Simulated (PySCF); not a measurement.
**Nuclear quadrupole coupling in `CSc1ccc(C)cp1`**

Compound: C7H9PS.
Z-matrix (Å and degrees, GFN2-xTB geometry), rows numbered from 1:
```
C 
S   1  1.8111
C   2  1.7656  1  102.29
C   3  1.3900  2  115.37  1   179.78
C   4  1.3774  3  124.16  2  -179.85
C   5  1.3955  4  123.64  3    -0.35
C   6  1.5007  5  118.64  4   179.57
C   6  1.3785  5  121.18  4     0.17
P   8  1.7320  6  127.32  5     0.10
H   1  1.0875  2  109.54  3    60.65
H   1  1.0874  2  109.53  3   -60.71
H   1  1.0857  2  106.41  3   179.98
H   4  1.0827  3  117.11  2     0.13
H   5  1.0810  4  118.19  3   179.81
H   7  1.0902  6  109.96  5   -69.41
H   7  1.0871  6  111.32  5   170.47
H   7  1.0888  6  110.41  5    49.47
H   8  1.0844  6  118.36  5  -179.88
```

Field gradients from the PBE0/pcSseg-1 density (PySCF, non-relativistic), principal values in atomic units, ordered |Vxx| ≤ |Vyy| ≤ |Vzz|:

```
atom     Vxx     Vyy      Vzz
  S2  0.3814  2.3169  -2.6982
```

Problem. Find the asymmetry η = (Vxx − Vyy)/Vzz and the couplings χ = eQV/h (234.96 MHz × Q in barn × V in au), with Q(33S) = −0.0678 b.

Solution. 
| atom | environment | nucleus | η | χzz (MHz) | χxx (MHz) | χyy (MHz) |
| --- | --- | --- | --- | --- | --- | --- |
| S2 | sulfide sulfur | 33S | 0.72 | 42.98 | -6.08 | -36.91 |

Problem. What is Vzz at S2 in SI units (1 au = 9.71736 × 10²¹ V/m²)?

Solution. -2.6982 au = -26.220 × 10²¹ V/m².

Problem. And the gradient at the other heavy atoms, for which no coupling is worked out here?

Solution. 
```csv
atom,environment,Vzz (au),η
C1,S-methyl carbon,0.286,0.06
C3,substituted aromatic carbon,-0.293,0.56
C4,aromatic CH carbon,0.294,0.26
C5,aromatic CH carbon,0.314,0.18
C6,substituted aromatic carbon,0.325,0.30
C7,benzylic-type carbon,0.070,0.29
C8,aromatic CH carbon,0.302,0.15
P9,phosphorus bonded to 2 C,-1.195,0.07
```

Problem. What couplings would deuterons (Q(2H) = 0.00286 b) have in place of the hydrogens, at this geometry?

Solution. 
```
atom  bonded to  bond length (Å)  Vzz (au)     η  χzz (kHz)
 H10         C1            1.088    0.3087  0.04        207
 H11         C1            1.087    0.3090  0.04        208
 H12         C1            1.086    0.3164  0.05        213
 H13         C4            1.083    0.3178  0.09        214
 H14         C5            1.081    0.3229  0.07        217
 H15         C7            1.090    0.3097  0.02        208
 H16         C7            1.087    0.3139  0.04        211
 H17         C7            1.089    0.3117  0.03        209
 H18         C8            1.084    0.3206  0.08        215
```

The structure is a single GFN2-xTB conformer in the gas phase; no vibrational or solvent corrections. GFN2-xTB bond lengths can be off by several hundredths of an ångström, more for odd bonds, and the gradients follow them. With so small a basis the couplings can be 20 % off.
